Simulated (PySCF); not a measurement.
CCl4 (SMILES ClC(Cl)(Cl)Cl), singlet, at a GFN2-xTB geometry. Base run: TPSS/6-31G (PySCF).

Input for PySCF:
```python
from pyscf import gto, scf, dft

mol = gto.M(
    atom='''
C     0.00000000   -0.00000000    0.00000000
Cl    1.00088777    1.00971528    1.05264163
Cl   -1.03919169   -1.03455449    0.98951166
Cl   -1.00311144    1.03279645   -1.02783977
Cl    1.04141537   -1.00795724   -1.01431351
''',
    basis='6-31g',
    verbose=4,
)

mf = dft.RKS(mol)
mf.xc = 'tpss'
mf.kernel()
```

Variants of this job, named by their change:

```tsv
change	ΔE vs base (mEh)	grid points	electrons on the grid
base	0.000	89640	73.99999
grids.atom_grid = (75, 302)	-0.006	68720	73.99999
grids.atom_grid = (30, 110)	-7.420	12144	73.99986
grids.level = 7	0.018	427888	74.00000
small_rho_cutoff = 0	0.000	89640	73.99999
grids.prune = dft.gen_grid.treutler_prune	0.000	86128	73.99999
grids.radi_method = delley	0.004	92712	73.99999
grids.level = 0	-59.197	7584	74.01367
grids.level = 5	0.015	215176	74.00000
grids.radi_method = mura_knowles	0.000	83376	73.99999
grids.atom_grid = (99, 590)	0.009	150728	74.00000
```
